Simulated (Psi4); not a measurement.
C₃H₉O₂Sn (SMILES C[CH](C)[Sn]([OH])[OH]), doublet, geometry from GFN2-xTB (such geometries of metal compounds can be far from the true shape) (the spin is typed, not shown lowest) (all electrons, no relativity); PBE/STO-3G in Psi4.

Psi4 was given this input:
```
memory 2 GB

molecule mol {
0 2
Sn    0.464040    0.331984    0.508524
C    -0.709882   -1.049571   -1.499258
C     0.016803   -2.341414   -1.650737
C    -0.720057   -0.115123   -2.655689
H    -1.648730   -1.114205   -0.959609
H    -0.535378   -3.000845   -2.330105
H     1.009492   -2.194597   -2.074622
H     0.103806   -2.859889   -0.697112
H    -1.032920    0.879140   -2.342721
H    -1.436994   -0.458933   -3.409449
H     0.257873   -0.054229   -3.129525
O    -0.756146    1.978942    0.373286
H    -1.351570    2.115459    1.107192
O    -0.483324   -0.437536    2.198383
H    -0.173002   -1.205715    2.670493
}

set {
  basis sto-3g
  reference uks
  scf_type pk
  puream true
  d_convergence 1e-8
  dft_radial_points 99
  dft_spherical_points 590
}

energy('pbe')
print_variables()
```

It wrote (shortened):

```
   => Loading Basis Set <=

    Name: STO-3G
    Role: ORBITAL
    Keyword: BASIS

         ---------------------------------------------------------
                                   SCF
               by Justin Turney, Rob Parrish, Andy Simmonett
                          and Daniel G. A. Smith
                              UKS Reference
         ---------------------------------------------------------

  ==> Geometry <==

    Molecular point group: c1
    Full point group: C1

    Geometry (in Angstrom), charge = 0, multiplicity = 2:

       Center              X                  Y                   Z               Mass
    ------------   -----------------  -----------------  -----------------  -----------------
         SN           0.392901937172     0.258714246959     0.400961687817   119.902201630000
         C           -0.781020062828    -1.122840753041    -1.606820312183    12.000000000000
         C           -0.054335062828    -2.414683753041    -1.758299312183    12.000000000000
         C           -0.791195062828    -0.188392753041    -2.763251312183    12.000000000000
         H           -1.719868062828    -1.187474753041    -1.067171312183     1.007825032230
         H           -0.606516062828    -3.074114753041    -2.437667312183     1.007825032230
         H            0.938353937172    -2.267866753041    -2.182184312183     1.007825032230
         H            0.032667937172    -2.933158753041    -0.804674312183     1.007825032230
         H           -1.104058062828     0.805870246959    -2.450283312183     1.007825032230
         H           -1.508132062828    -0.532202753041    -3.517011312183     1.007825032230
         H            0.186734937172    -0.127498753041    -3.237087312183     1.007825032230
         O           -0.827284062828     1.905672246959     0.265723687817    15.994914619570
         H           -1.422708062828     2.042189246959     0.999629687817     1.007825032230
         O           -0.554462062828    -0.510805753041     2.090820687817    15.994914619570
         H           -0.244140062828    -1.278984753041     2.562930687817     1.007825032230

  Running in c1 symmetry.

  Rotational constants: A =      0.09152  B =      0.04106  C =      0.03392 [cm^-1]
  Rotational constants: A =   2743.63602  B =   1230.89254  C =   1016.88310 [MHz]
  Nuclear repulsion =  581.459427367347189

  Charge       = 0
  Multiplicity = 2
  Electrons    = 93
  Nalpha       = 47
  Nbeta        = 46

  ==> Algorithm <==

[...]
      Ntotal   =   93.0000025858 ; deviation = 2.586e-06

   @Spin Contamination Metric:   7.267977114E-03
   @S^2 Expected:                7.500000000E-01
   @S^2 Observed:                7.572679771E-01
   @S   Expected:                5.000000000E-01
   @S   Observed:                5.000000000E-01

    Orbital Energies [Eh]
    ---------------------

    Alpha Occupied:

[...]
    Alpha Virtual:

[...]
    Beta Occupied:

[...]
      46A     -0.059399

    Beta Virtual:

[...]
    Final Occupation by Irrep:
              A
    DOCC [    46 ]
    SOCC [     1 ]
    NA   [    47 ]
    NB   [    46 ]

  @UKS Final Energy: -6230.98306131320624

   => Energetics <=

    Nuclear Repulsion Energy =            581.4594273673471889
    One-Electron Energy =               -9774.9883375233148399
    Two-Electron Energy =                3160.2109504618811116
    DFT Exchange-Correlation Energy =    -197.6651016191187580
    Empirical Dispersion Energy =           0.0000000000000000
    VV10 Nonlocal Energy =                  0.0000000000000000
    Total Energy =                      -6230.9830613132062354

  UHF NO Occupations:
  HONO-2 :   45  A 1.9997935
  HONO-1 :   46  A 1.9969148
  HONO-0 :   47  A 1.0000000
  LUNO+0 :   48  A 0.0030852
  LUNO+1 :   49  A 0.0002065
  LUNO+2 :   50  A 0.0001109
  LUNO+3 :   51  A 0.0000817

Computation Completed

Properties will be evaluated at   0.000000,   0.000000,   0.000000 [a0]

Properties computed using the SCF density matrix

 Multipole Moments:

 ------------------------------------------------------------------------------------
     Multipole            Electronic (a.u.)      Nuclear  (a.u.)        Total (a.u.)
 ------------------------------------------------------------------------------------

 L = 1.  Multiply by 2.5417464519 to convert [e a0] to [Debye]
 Dipole X            :         12.5541748          -12.5021235            0.0520513
 Dipole Y            :         12.4744464          -12.8767847           -0.4023383
 Dipole Z            :         19.3228266          -18.9035069            0.4193197
 Magnitude           :                                                    0.5834505

 ------------------------------------------------------------------------------------

  Variable Map:
  ----------------------------------------------------------------------------
[...]
  Array Variable Map:
  ----------------------------------------------------------------------------
[...]
[...]
```
